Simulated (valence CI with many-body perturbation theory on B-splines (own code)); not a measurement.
Values are calculated unless marked as measured or tabulated.
**From CI to CI+MBPT in Bi LXXVII**

Method: relativistic CI+MBPT: five valence electrons over a frozen Dirac-Fock core [He], radial functions for each j: 9 s, 9 p, 8 d, 6 f, 3 g, 1 h, with the one-electron correlation potential Σ1 (screened to all orders), the two-electron term Σ2, the three-electron term Σ3, Breit, model QED; selected single and double excitations, second order for the rest (own B-spline code, finite nucleus).

No measured spectrum was set against this ion. As an estimate, large intervals hold to a few tenths of a per cent, small ones and those within an open d or f shell to about a per cent. Among the levels kept, up to 1200 cm⁻¹ of a level comes from second order outside the variational space, and about a tenth of that is noise between levels of different J, which matters for small intervals.

Each rung adds one term. CI alone is the Dirac-Coulomb CI over the frozen core; QED comes last and gives the full result, which names the levels. Energies are above (2s^2 2p1/2^2 2p3/2) J=3/2 on the same rung, in × 10³ cm⁻¹.

Levels are named by their leading jj configuration (3d3/2^4 stands for four electrons in 3d with j = 3/2), which in mixed levels can hold well under half, so a name can repeat and another be missing. Letters in brackets count levels of one name in rising energy.

```
                       Level  CI alone     Σ1     Σ2     Σ3    Breit      QED   Full
  (2s^2 2p1/2 2p3/2^2) J=3/2     19486  +2.50  +0.13  -0.43  -247.54   +19.22  19260
  (2s^2 2p1/2 2p3/2^2) J=5/2     19786  +2.51  +0.41  -0.75  -364.52   +19.24  19443
  (2s^2 2p1/2 2p3/2^2) J=1/2     20158  +2.51  +1.30  -1.05  -215.22   +18.97  19964
  (2s 2p1/2^2 2p3/2^2) J=5/2     22951  -0.91  -2.60  -1.33  -111.19  -200.76  22634
  (2s 2p1/2^2 2p3/2^2) J=1/2     23840  -0.90  -2.34  -2.09   +11.14  -201.21  23645
  (2s 2p1/2^2 2p3/2^2) J=3/2     23928  -0.90  -4.47  -2.66   -63.51  -201.48  23654
        (2s^2 2p3/2^3) J=3/2     39730  +4.99  +1.21  -1.40  -491.16   +36.00  39279
(2s 2p1/2 2p3/2^3) J=3/2 [a]     42639  +1.59  -1.29  -1.70  -288.11  -182.26  42167
    (2s 2p1/2 2p3/2^3) J=5/2     43113  +1.60  -1.82  -2.12  -412.28  -182.33  42516
    (2s 2p1/2 2p3/2^3) J=1/2     43642  +1.60  -3.05  -2.89  -283.02  -182.91  43171
(2s 2p1/2 2p3/2^3) J=3/2 [b]     43757  +1.60  -3.07  -2.92  -348.56  -182.91  43221
     (2p1/2^2 2p3/2^3) J=3/2     47456  -1.77  -7.14  -3.81   -99.63  -400.34  46943
          (2s 2p3/2^4) J=1/2     63295  +4.12  -0.80  -2.76  -511.92  -163.94  62620
       (2p1/2 2p3/2^4) J=1/2     67235  +0.69  -4.98  -3.74  -349.59  -384.70  66492
     (2s^2 2p1/2^2 3s) J=1/2     89353  +2.07  +1.68  -1.63   -93.30   +33.42  89295
  (2s^2 2p1/2^2 3p1/2) J=1/2     90379  +1.31  +1.35  -1.63   -28.53   -30.53  90321
  (2s^2 2p1/2^2 3p3/2) J=3/2     96266  +1.88  +0.44  -1.63  -108.38   -24.43  96134
  (2s^2 2p1/2^2 3d3/2) J=3/2     97110  +2.22  +1.63  -1.57  -112.40   -34.43  96965
  (2s^2 2p1/2^2 3d5/2) J=5/2     98662  +2.27  +1.64  -1.57  -152.42   -31.16  98481
```

The middle columns are the shifts that each term adds.

Q: How does the ionisation energy move along the ladder, and which term matters most?

A: CI alone 21328, + Σ1 21329, + Σ2 21329, + Σ3 21329, + Breit 21309, + QED 21305 eV. The largest step is Breit, -20 eV. NIST lists 21300 ± 110 eV (theoretical).
